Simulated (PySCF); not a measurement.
A calculated (PBE0, PySCF 2.14, def2-SVP, the non-relativistic Hamiltonian (point nucleus)) atom or ion has these occupied shells.

```
shell  electrons  orbital energy (eV)  rms radius, mean of both spins (bohr)
   1s          2              -1298.0                                  0.152
   2s          2              -105.95                                  0.759
   2p          6              -71.251                                  0.774
```

(1) Name the element and its charge.

Results:

(1) Mg(2+) (magnesium, charge +2), in [Ne], closed-shell 1S.
